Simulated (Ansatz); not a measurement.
Ideal-gas functions of CH$_{3}$BO$_{3}$S (`O=COB(O)S`) at 298.15 K and 1 bar, from an Ansatz frequency run at PBE0-D4/def2-TZVP.

Molar mass 105.91 g/mol, point group Cs (symmetry number 1), electronic degeneracy 1, moments of inertia 65.27, 298.413, 363.682 u Å². Harmonic wavenumbers (cm⁻¹, unscaled): 84, 213, 217, 283, 358, 378, 585, 645, 754, 795, 837, 983, 1064, 1224, 1286, 1397, 1430, 1802, 2725, 3077, 3660.

Use S(trans) = R[1.5 ln M + 2.5 ln T − 1.1517]; rotational temperatures θ = 24.2544 K / I; S(rot) = R[ln(√π/σ · √(T³/θAθBθC)) + 1.5]; for each mode x = 1.438777 ν̃/T, S = R[x/(eˣ − 1) − ln(1 − e⁻ˣ)] and H = RT x/(eˣ − 1); 1 cm⁻¹ = 0.0119627 kJ/mol; R = 8.31446 J/(mol·K).

**Question.** By hand: the entropy, in J/(mol·K).

**Answer.** Translation 167.0. Rotation: θ = 0.3716, 0.0813, 0.0667 K, giving 114.1. Vibration, mode by mode: 15.88, 8.44, 8.30, 6.34, 4.73, 4.38, 1.99, 1.58, 1.04, 0.88, 0.75, 0.42, 0.30, 0.16, 0.12, 0.08, 0.07, 0.01, 0.00, 0.00, 0.00, in all 55.5. Electronic 0.0. Sum 336.6 J/(mol·K).

**Question.** By hand: H − E and G − E in kJ/mol, counted from the electronic energy.

**Answer.** Zero-point energy ½ × 23797 × 0.0119627 = 142.3; thermal vibration 9.5; translation, rotation and pV give 4 RT = 9.9. H − E = 161.7 kJ/mol, and G − E = 161.7 − 298.15 × 336.6/1000 = 61.3 kJ/mol.

Vibration gives 16 % of the entropy, 15.9 J/(mol·K) of it from the mode under 150 cm⁻¹: soft modes count most, and the harmonic formula is weakest for them. The sum counts one conformer and one mirror image; others add a mixing term.
